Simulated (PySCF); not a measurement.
The numbers are results of PySCF with B3LYP-D3(BJ)/def2-TZVP, not measurements. All species are isolated molecules in the gas phase. One relaxed conformer stands for a flexible species; it need not be the lowest. B3LYP has the VWN-RPA correlation part, as in Gaussian. Excitations are Tamm–Dancoff values on a coarser integration grid. The basis has no diffuse functions, so Rydberg states are missing or too high.

Reference species (SMILES): `BCO` (neutral, multiplicity 1).

| Quantity | Result |
|---|---|
| T1 excitation (TDA) | 4.58 eV |
| HOMO | -7.70 eV |

Changed species: `CBO` (C–B–O–H torsion 180°).

### Question
What does the change do to the T1 excitation (TDA) and HOMO?

### Answer
the T1 excitation (TDA) rises by 1.69 eV, to 6.27 eV; the HOMO falls by 0.68 eV, to -8.38 eV.
